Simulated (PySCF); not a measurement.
# Simulated absorption spectrum

Compound: C₆H₅NO₂.
SMILES: `O=C(O)c1ccccn1`

Computed with PySCF, TDDFT wB97X-D/def2-SVPD, vertical, gas phase, core orbitals frozen in the response. One conformer (not necessarily the lowest) at the PBE0-D3(BJ)/def2-SVP geometry, without solvent, vibrations or thermal averaging. Torsions of this conformer, `[O:1]=[C:2]([OH:3])[c:4]1[cH:5][cH:6][cH:7][cH:8][n:9]1`: O1–C2–C4–C5 0°, H–O3–C2–O1 0°.

Computed states:

```json
{"state": "S1", "E (eV)": "4.44", "f": "0.0011"}
{"state": "S2", "E (eV)": "5.18", "f": "0.0019"}
{"state": "S3", "E (eV)": "5.34", "f": "0.104"}
{"state": "S4", "E (eV)": "5.35", "f": "0.0003"}
{"state": "S5", "E (eV)": "5.96", "f": "0.116"}
{"state": "S6", "E (eV)": "6.95", "f": "0.273"}
{"state": "S7", "E (eV)": "7.21", "f": "0.388"}
{"state": "S8", "E (eV)": "7.25", "f": "0.0006"}
{"state": "S9", "E (eV)": "7.36", "f": "0.271"}
{"state": "S10", "E (eV)": "7.71", "f": "0.0011"}
```

Broadening: Gaussians 0.3 eV wide at half height, area fixed by f = 4.319×10⁻⁹ ∫ε dν̃. The cross-section is σ = 3.8235×10⁻²¹ ε cm², given in Mb (10⁻¹⁸ cm²). The width is an assumption, not a result. The curve ends short of the highest state used, and states not computed would add to its high-energy end.

Task: What does the envelope look like, and where are its maxima?

Result: 
| E (eV) | σ (Mb) |
| --- | --- |
| 3.99 | 0.00 |
| 4.10 | 0.01 |
| 4.20 | 0.07 |
| 4.31 | 0.23 |
| 4.42 | 0.39 |
| 4.53 | 0.30 |
| 4.64 | 0.11 |
| 4.74 | 0.03 |
| 4.85 | 0.04 |
| 4.96 | 0.54 |
| 5.07 | 4.09 |
| 5.17 | 15.00 |
| 5.28 | 32.24 |
| 5.39 | 33.51 |
| 5.50 | 16.68 |
| 5.60 | 5.30 |
| 5.71 | 6.06 |
| 5.82 | 21.15 |
| 5.93 | 38.43 |
| 6.03 | 34.67 |
| 6.14 | 15.20 |
| 6.25 | 3.16 |
| 6.36 | 0.31 |
| 6.46 | 0.08 |
| 6.57 | 1.14 |
| 6.68 | 10.24 |
| 6.79 | 44.01 |
| 6.89 | 90.75 |
| 7.00 | 123.91 |
| 7.11 | 154.87 |

Maxima: 279 nm (4.44 eV), ε about 100, made up of S1 (100%); 232 nm (5.34 eV), ε about 9400, made up of S3 (99%); 208 nm (5.96 eV), ε about 10000, made up of S5 (100%) (ε in L mol⁻¹ cm⁻¹; maxima over ε = 5, shares over 10%). At its high-energy end, 7.11 eV, the curve is still rising (ε about 41000, from S6 and S7).

Task: Coming from long wavelengths, where does ε first pass 100 L mol⁻¹ cm⁻¹?

Result: At about 281 nm (4.41 eV), 0.03 eV below S1.

Task: On this curve, what absorbance would a 10⁻⁴ mol/L sample give at 266 nm over a 1 cm path?

Result: 266 nm is 4.661 eV, where ε is about 23 L mol⁻¹ cm⁻¹, so A = ε c l ≈ 0.0023 (Beer–Lambert, with the gas-phase spectrum and the assumed width).

Task: What would ε be at 5.96 eV, the highest of these maxima, with half the width (0.15 eV)?

Result: About 20800 L mol⁻¹ cm⁻¹ against 10400, a factor of about 2.00; a lone state at its own centre would give exactly 2.

The vertical ionisation energy (ΔSCF) is 9.77 eV, 2.06 eV above S10.
